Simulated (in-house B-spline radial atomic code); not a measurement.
Values are calculated unless marked as measured or tabulated.
What the choice of pseudopotential does to G0W0 on PBE: Ga²⁺

All numbers come from an all-electron radial atomic-structure program (B-spline basis), non-relativistic, configuration [Ar] 3d10 4s1, open shells at high spin. Semilocal Troullier-Martins pseudo-atoms, one channel per l, are made with PBE or LDA for several valence sets and radii, with or without a model core, and set against the all-electron atom. One channel fits only the lowest state of its l, so a second state of that l is approximate. All electrons give 4s up: PBE -26.247 eV, G0W0 -31.13 eV, 3d down: PBE -39.68 eV, G0W0 -49.44 eV. Potentials are made in the ion's own configuration unless the neutral atom is named, and a smooth local potential serves every l without a channel. Potentials that miss their own reference levels by more than 6 millihartree, or need radii over 3.5 bohr, are left out. Columns give pseudo minus all-electron, in eV; a dash marks a level in the core or of low weight.

| valence | made with | radii (bohr) | model core (bohr) | 4s up PBE | 4s up G0W0 | 3d down PBE | 3d down G0W0 |
| --- | --- | --- | --- | --- | --- | --- | --- |
| 3d 4s | PBE, neutral atom | s 1.92 p 2.54 d 1.60 | none | 0.00 | -0.57 | +0.08 | +5.69 |
| 3d 4s | PBE, neutral atom | s 2.21 p 2.92 d 1.84 | none | 0.00 | -0.68 | -0.02 | +5.39 |
| 3d 4s | PBE | s 1.80 p 2.13 d 1.60 | 0.33 | 0.00 | -0.53 | -0.01 | +5.62 |
| 3d 4s | PBE, neutral atom | s 2.21 p 2.92 d 1.84 | 0.33 | -0.01 | -0.69 | -0.06 | +5.35 |
| 3d 4s | PBE, neutral atom | s 2.49 p 3.30 d 2.08 | 0.33 | -0.03 | -0.84 | -0.16 | +5.17 |
| 3p 3d 4s | PBE | s 1.44 p 0.45 d 1.28 | none | -0.01 | -1.25 | -0.01 | +1.80 |
| 3p 3d 4s | PBE, neutral atom | s 1.92 p 0.56 d 1.60 | none | -0.02 | -1.27 | -0.03 | +1.66 |
| 3p 3d 4s | PBE | s 1.62 p 0.51 d 1.44 | 0.31 | 0.00 | -1.18 | -0.01 | +1.68 |
| 3p 3d 4s | PBE, neutral atom | s 1.92 p 0.56 d 1.60 | 0.31 | -0.02 | -1.28 | -0.03 | +1.66 |
| 3p 3d 4s | PBE, neutral atom | s 2.49 p 0.73 d 2.08 | 0.31 | -0.03 | -1.80 | -0.18 | +1.97 |
| 3s 3p 3d 4s | PBE, neutral atom | s 0.58 p 0.56 d 1.60 | none | -0.14 | -0.26 | -0.15 | +0.03 |
| 3s 3p 3d 4s | PBE, neutral atom | s 0.66 p 0.65 d 1.84 | none | -0.17 | -0.38 | -0.22 | +0.12 |
| 3s 3p 3d 4s | PBE | s 0.52 p 0.51 d 1.44 | 0.30 | -0.13 | -0.23 | 0.00 | +0.19 |
| 3s 3p 3d 4s | PBE, neutral atom | s 0.66 p 0.65 d 1.84 | 0.31 | -0.17 | -0.38 | -0.22 | +0.12 |

(1) How does the G0W0 shift of 4s up, which all sets hold, depend on the valence set?

Results:

(1) Mean size: 3s 3p 3d 4s: 0.31 eV; 3d 4s: 0.66 eV; 3p 3d 4s: 1.36 eV. A semicore state feels strong exchange with the other subshells of its n, so the gain is largest when that whole shell is in the valence. A larger valence set can do worse when it takes only part of a shell, whose exchange with the frozen rest is then left to the functional. The means mix radii and the functional used in making the potentials.
